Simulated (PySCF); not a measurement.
# Cu: ionisation energy

Cu [Ar] 3d10 4s1 (2S) → Cu+ [Ar] 3d10 (1S), as a difference of total energies. Calculation: PySCF 2.14, in ANO-RCC-VTZP (6s5p3d2f1g, 59 functions); scalar relativity by spin-free X2C-1e. Correlated levels: valence and next inner shell: [Ne] frozen. The calculations carry no spin-orbit coupling.

| method | ionisation energy (eV) |
| --- | --- |
| UHF | 6.605 |
| MP2 (valence and next inner shell) | 7.665 |
| SCS-MP2 (valence and next inner shell) | 7.491 |
| CCSD (valence and next inner shell) | 7.464 |
| CCSD(T) (valence and next inner shell) | 7.590 |

Errors of the correlated levels include the incompleteness of this basis and the frozen core.

**Question.** Which method comes closest to the reference value, and which is furthest?

**Answer.** The reference is 7.726 eV (measured; NIST Atomic Spectra Database, ionization energies). Closest: MP2 (valence and next inner shell) (error -0.061 eV); furthest: UHF (error -1.121 eV).
